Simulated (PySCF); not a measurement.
SCF from a fresh guess for singlet HfI₃⁺, at the PBE0 minimum. PySCF input:

```python
from pyscf import gto, scf, dft
mol = gto.M(atom='''
Hf     0.000000     0.000000    -0.617205
I      2.456266    -0.000012     0.288477
I     -1.228123     2.127195     0.288477
I     -1.228143    -2.127183     0.288476''',
    basis={'Hf': 'def2-SVP', 'I': 'def2-SVP'},
    ecp={'Hf': 'def2-SVP', 'I': 'def2-SVP'},
    charge=1, spin=0)
mf = dft.RKS(mol, xc='PBE0')
mf.grids.atom_grid = (50, 194)
aux = {'Hf': 'def2-universal-JKFIT', 'I': 'def2-universal-JKFIT'}
mf = mf.density_fit(auxbasis=aux)
mf.conv_tol = 1e-08
mf.diis_space = 10
mf.max_cycle = 60
mf.init_guess = 'huckel'
mf.verbose = 4
mf.kernel()
```

Excerpt of the output (cycles and frontier levels):

```
init E= -939.887478361881
  HOMO = -0.551163101326755  LUMO = -0.499044217159046  gap/eV = 1.41823
cycle= 1 E= -927.437002221172  delta_E= 12.5  |g|=  5.6  |ddm|=  8.6
  HOMO = 0.0558657949636574  LUMO = 0.0838326147566159  gap/eV = 0.76102
cycle= 2 E= -893.562162433735  delta_E= 33.9  |g|= 5.48  |ddm|= 25.9
  HOMO = -0.678975816226706  LUMO = -0.631065264948204  gap/eV = 1.30371
cycle= 3 E= -924.429057271969  delta_E= -30.9  |g|= 5.97  |ddm|= 26.4
  HOMO = -0.671749463523824  LUMO = -0.6228881566951  gap/eV = 1.32958
cycle= 4 E= -924.524626166285  delta_E= -0.0956  |g|= 5.95  |ddm|= 0.158
  HOMO = -0.671007350884123  LUMO = -0.621837316906228  gap/eV = 1.33798
cycle= 5 E= -924.483091025373  delta_E= 0.0415  |g|= 5.96  |ddm|= 0.0628
  HOMO = -0.656503940855741  LUMO = -0.605972392420581  gap/eV = 1.37503
cycle= 6 E= -924.7523221866  delta_E= -0.269  |g|= 5.92  |ddm|= 0.876
  HOMO = -0.649790972068339  LUMO = -0.598089735195226  gap/eV = 1.40686
... 26 lines left out ...
cycle= 20 E= -941.037691292431  delta_E= -2.38e-06  |g|= 0.00121  |ddm|= 0.00302
  HOMO = -0.446928839275614  LUMO = -0.303713357324318  gap/eV = 3.89709
cycle= 21 E= -941.037691694197  delta_E= -4.02e-07  |g|= 0.000516  |ddm|= 0.00114
  HOMO = -0.446925334948933  LUMO = -0.303755322875897  gap/eV = 3.89585
cycle= 22 E= -941.037691787484  delta_E= -9.33e-08  |g|= 5.67e-05  |ddm|= 0.000679
  HOMO = -0.446926118211607  LUMO = -0.303759692380472  gap/eV = 3.89576
cycle= 23 E= -941.037691788691  delta_E= -1.21e-09  |g|= 1.44e-05  |ddm|= 0.000111
  HOMO = -0.446926136531742  LUMO = -0.30375731371352  gap/eV = 3.89582
Extra cycle  E= -941.037691788567  delta_E= 1.24e-10  |g|= 2.38e-05  |ddm|= 6e-05
converged SCF energy = -941.037691788567
```

No lower solution of this spin was found by a stability analysis within the restricted form, which does not test spin polarisation.

Stability towards spin polarisation was not tested. Spin–orbit coupling, left out here, can matter for elements this heavy.

The search for the lowest solution, with the stability check, took 19 s on 2 threads of a shared Arm Neoverse N1 host, with 110 basis functions; the process peaked at 0.4 GiB.
